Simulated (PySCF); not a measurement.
C₂H₆BF₂N, SMILES NB(CF)CF. Atoms are numbered in the order given.

```xyz
12

N      0.0000     0.0000    -1.3784
B      0.0000     0.0000     0.0064
C     -1.3822     0.0000     0.7860
F     -2.4631     0.0000    -0.0980
C      1.3822     0.0000     0.7860
F      2.4631     0.0000    -0.0980
H     -0.8602     0.0000    -1.9150
H      0.8602     0.0000    -1.9150
H     -1.4718    -0.8855     1.4447
H     -1.4718     0.8855     1.4447
H      1.4718     0.8855     1.4447
H      1.4718    -0.8855     1.4447
```
Charge 0, spin multiplicity 1.

The structure is a stationary point at B3LYP-D3(BJ)/def2-SVP. This is a generated structure with no PubChem entry under its InChIKey; it may be hypothetical. Other conformers were not sampled.

All values below come from PBE/pcSseg-1 in PySCF.

GIAO shieldings, no solvent; atoms alike by connectivity are averaged. δ = σ(ref) − σ: ¹⁵N against NH3 (σ = 267.0 ppm); ¹¹B against BF3 (σ = 83.9 ppm); ¹³C against TMS (σ = 182.0 ppm); ¹⁹F against CFCl3 (σ = 133.6 ppm); ¹H against TMS (σ = 31.49 ppm), references at their B3LYP-D3(BJ)/def2-TZVP geometries, non-relativistic.

Computed chemical shifts:
```tsv
nucleus	atoms	count	δ (ppm)
¹⁵N	N1	1	112.4
¹¹B	B2	1	30.0
¹³C	C3, C5	2	84.2
¹⁹F	F4, F6	2	-336.8
¹H	H7, H8	2	4.98
¹H	H9, H10, H11, H12	4	4.93
```
